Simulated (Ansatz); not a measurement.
The cluster Ca3, relaxed as a singlet with RKS PBE0/def2-TZVP in Ansatz, starting from the GFN2-xTB geometry. Force threshold 0.02 eV/Å.

The structure comes from a short search, and lower isomers may exist.

Start:

```xyz
3

Ca    1.3753   -1.0634    1.1991
Ca   -0.2195    2.0736    0.2510
Ca   -1.1558   -1.0102   -1.4501
```

| step | energy (eV) | largest force component (eV/Å) | SCF passes |
| --- | --- | --- | --- |
| 1 | -55297.7862 | 0.438 | 28 |
| 2 | -55297.8306 | 0.289 | 30 |
| 3 | -55297.8759 | 0.013 | 33 |

Force components are those of the run's own axes.

End:

```xyz
3

Ca    1.4735   -1.1483    1.2826
Ca   -0.2370    2.2400    0.2713
Ca   -1.2365   -1.0917   -1.5539
```

By distances, no bond broke or formed. The bond that changes most is Ca2–Ca3, from 3.64 to 3.93 Å (atoms count from 1).

No frequencies were taken in this run, so the end may be a saddle point.

Run time 6.5 s (4 threads of Arm Neoverse V2 on a shared host).
